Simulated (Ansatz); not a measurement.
Reaction (hydrogen abstraction from a Ge–H bond): `[F][GeH]([F])[F]` + `[CH3]`• → `[F][Ge]([F])[F]`• + CH₄

Calculated with Ansatz (gas phase, PBE0-D4/def2-TZVP geometries, no zero-point term in ΔE). CCSD(T)/CBS adds triple-zeta CCSD(T) − MP2 to the extrapolated MP2 energy (def2 sets, frozen cores). This one scheme is used for every species. Functionals use def2-TZVPP. HSE06 is defined as in plane-wave codes. No spin–orbit coupling; open shells (•) take unrestricted orbitals. For Ge outer-core shells are correlated without core-valence functions, which leaves a few kJ/mol of doubt a bond. Scalar relativity is left out up to krypton.

`[F][GeH]([F])[F]`:

Cartesian coordinates in Å:
```
F 0.761 -1.368 -0.599
Ge -0.009 -0.007 0.086
F -1.508 0.152 -0.714
F 0.923 1.351 -0.362
H -0.167 -0.128 1.590
```

`[CH3]`•:

Cartesian coordinates in Å:
```
C 0.000 0.000 0.000
H 0.599 -0.569 -0.695
H -0.402 -0.476 0.882
H -0.198 1.045 -0.187
```

`[F][Ge]([F])[F]`•:

Cartesian coordinates in Å:
```
F 1.179 -0.493 -0.964
Ge 0.268 0.001 0.410
F -0.368 1.557 0.040
F -1.078 -1.065 0.513
```

CH₄:

Z-matrix (Å, degrees):
```
C
H 1 1.090
H 1 1.090 2 109.5
H 1 1.090 2 109.5 3 -120.0
H 1 1.090 2 109.5 3 120.0
```

Task: Is it downhill or uphill in electronic energy at CCSD(T)/CBS, and by how much? (Best estimate.)

Result: Ansatz gave: Downhill: ΔE = -74.6 kJ/mol.

Task: What do these levels give: HSE06-D4, revPBE, r2SCANh, HSE06, CCSD/def2-TZVPP, HF/def2-QZVPP? (Best estimate.)

Result: Computed: HSE06-D4 -93.5, revPBE -108.1, r2SCANh -82.8, HSE06 -93.8, CCSD/def2-TZVPP -70.8, HF/def2-QZVPP -46.0 kJ/mol.

Task: What do rigid-rotor, harmonic-oscillator terms from PBE0-D4/def2-TZVP frequencies (298.15 K, 1 bar) make of the CCSD(T)/CBS value? (Estimate.)

Result: Computed: ΔZPE = +16.2 kJ/mol, ΔH = -59.1 kJ/mol, ΔS = -3 J/(mol·K), ΔG = -58.1 kJ/mol. Open shells count their whole term as degenerate.

Largest T1 diagnostic among the species: 0.015.

From r2SCAN to r2SCAN0 (25 % exact exchange), in def2-TZVPP and without D4, ΔE moves by +8.6 kJ/mol. In def2-TZVPP, CCSD(T) changes the Hartree–Fock value by −30.5 kJ/mol (the triples alone add −5.2 kJ/mol) and MP2 by −39.3 kJ/mol. Leaving LDA and LC-ωPBE aside and taking each functional with its dispersion term where it has one, the values, not all of them listed here, spread over 33.8 kJ/mol, from PBE-D4 to BHLYP-D4. LDA lies −9.7 kJ/mol from PBE without D4.
